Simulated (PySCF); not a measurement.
**Ar⁵⁺: fine-structure interval**

Ar⁵⁺ [Ne] 3s2 3p1 [3p1/2^1, M_J = 1/2] → Ar⁵⁺ [Ne] 3s2 3p1 [3p3/2^1, M_J = 3/2], as a difference of total energies. Calculation: PySCF 2.14, in an uncontracted even-tempered set (20 s from 0.2 bohr⁻², ratio 2.4; 13 p from 0.26 bohr⁻², ratio 2.4; 5 d from 1.4 bohr⁻², ratio 2.6; 5 f from 2.2 bohr⁻², ratio 2.6); the two-component X2C-1e Hamiltonian. Correlated levels: 1s2 frozen; the 46 highest virtual spinors dropped. "Screened" scales the spin-orbit matrix elements by Boettger's factors to mimic the two-electron term; Breit and QED terms are absent.

```csv
method,fine-structure interval (cm⁻¹)
GHF (screened spin-orbit),3544.6
GMP2 (screened spin-orbit),2257.8
GHF (bare spin-orbit),3835.5
```

GHF and GMP2 differ strongly here because the two determinants are spin-polarised to different degrees; the interval is a small difference of such terms.
